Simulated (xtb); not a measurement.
CuF, singlet, geometry from GFN2-xTB (such geometries of metal compounds can be far from the true shape); GFN1-xTB run with xtb.

The xtb input:
```
$ xtb mol.xyz --gfn 1 --etemp 5000 --json

# file mol.xyz
2

Cu    -0.00000000    -0.00000000    -0.40615773
F      0.00000000     0.00000000     1.30873047
```

What the program printed (banner, timings and long lists left out):

```
   ID    Z sym.   atoms
    1   29 Cu     1
    2    9 F      2

           -------------------------------------------------
          |                Calculation Setup                |
           -------------------------------------------------

           -------------------------------------------------
          |                 G F N 1 - x T B                 |
           -------------------------------------------------

          ...................................................
          :                      SETUP                      :
          :.................................................:
          :  # basis functions                  14          :
          :  # atomic orbitals                  13          :
          :  # shells                            5          :
          :  # electrons                        18          :
          :  # halogen bonds                     0          :
          :  max. iterations                   250          :
          :  Hamiltonian                  GFN1-xTB          :
          :  restarted?                      false          :
          :  GBSA solvation                  false          :
          :  PC potential                    false          :
          :  electronic temp.         5000.0000000     K    :
          :  accuracy                    1.0000000          :
          :  -> integral cutoff          0.2500000E+02      :
          :  -> integral neglect         0.1000000E-07      :
          :  -> SCF convergence          0.1000000E-05 Eh   :
          :  -> wf. convergence          0.2000000E-04 e    :
          :  Broyden damping             0.4000000          :
          :  net charge                          0          :
          :  unpaired electrons                  0          :
          ...................................................

 iter      E             dE          RMSdq      gap      omega  full diag
   1     -9.6206510 -0.962065E+01  0.148E+01    3.16       0.0  T
   2     -9.6231258 -0.247480E-02  0.863E+00    3.08       1.0  T
   3     -9.6231148  0.110039E-04  0.368E-01    3.04       1.0  T
   4     -9.6231496 -0.347348E-04  0.160E-02    3.05       4.4  T
   5     -9.6231499 -0.301880E-06  0.621E-03    3.05      11.4  T
   6     -9.6231499 -0.714344E-10  0.177E-04    3.05     399.3  T
   7     -9.6231499 -0.529123E-10  0.383E-07    3.05  100000.0  T

   *** convergence criteria satisfied after 7 iterations ***

         :::::::::::::::::::::::::::::::::::::::::::::::::::::
         ::                     SUMMARY                     ::
         :::::::::::::::::::::::::::::::::::::::::::::::::::::
         :: total energy              -9.620772192278 Eh    ::
         :: gradient norm              0.019121450073 Eh/a0 ::
         :: HOMO-LUMO gap              3.046504635355 eV    ::
         ::.................................................::
         :: SCC energy                -9.623149856239 Eh    ::
         :: -> electrostatic           0.044953856869 Eh    ::
         :: repulsion energy           0.002509005085 Eh    ::
         :: dispersion energy         -0.000131341124 Eh    ::
         :: halogen bond corr.         0.000000000000 Eh    ::
         :: add. restraining           0.000000000000 Eh    ::
         :: total charge               0.000000000010 e     ::
         :::::::::::::::::::::::::::::::::::::::::::::::::::::

           -------------------------------------------------
          |                Property Printout                |
           -------------------------------------------------

    * Orbital Energies and Occupations

         #    Occupation            Energy/Eh            Energy/eV
      -------------------------------------------------------------
         1        2.0000           -0.7614611             -20.7204
         2        1.9997           -0.4892707             -13.3137
         3        1.9995           -0.4799560             -13.0603
         4        1.9995           -0.4799560             -13.0603
         5        1.9895           -0.4318230             -11.7505
         6        1.9895           -0.4318230             -11.7505
         7        1.9833           -0.4243531             -11.5472
         8        1.9833           -0.4243531             -11.5472
         9        1.9649           -0.4124602             -11.2236 (HOMO)
        10        0.0908           -0.3005032              -8.1771 (LUMO)
        11        0.0000           -0.1635744              -4.4511
        12        0.0000           -0.1635744              -4.4511
        13                          0.1002033               2.7267
      -------------------------------------------------------------
                  HL-Gap            0.1119570 Eh            3.0465 eV
             Fermi-level           -0.3487372 Eh           -9.4896 eV

  Mulliken/CM5 charges         n(s)   n(p)   n(d)
     1Cu    0.43470  0.51628   0.347  0.375  9.844
     2F    -0.43470 -0.51628   1.802  5.633  0.000

Wiberg/Mayer (AO) data.
largest (>0.10) Wiberg bond orders for each atom

 ---------------------------------------------------------------------------
     #   Z sym  total        # sym  WBO       # sym  WBO       # sym  WBO
 ---------------------------------------------------------------------------
     1  29 Cu   0.977 --     2 F    0.977
     2   9 F    0.977 --     1 Cu   0.977
 ---------------------------------------------------------------------------

Topologies differ in total number of bonds
Writing topology from bond orders to xtbtopo.mol

 dipole moment from electron density (au)
     X       Y       Z
  -0.0000  -0.0000  -1.9832  total (Debye):    5.041

           -------------------------------------------------
          | TOTAL ENERGY               -9.620772192278 Eh   |
          | GRADIENT NORM               0.019121450073 Eh/α |
          | HOMO-LUMO GAP               3.046504635355 eV   |
           -------------------------------------------------

normal termination of xtb
```
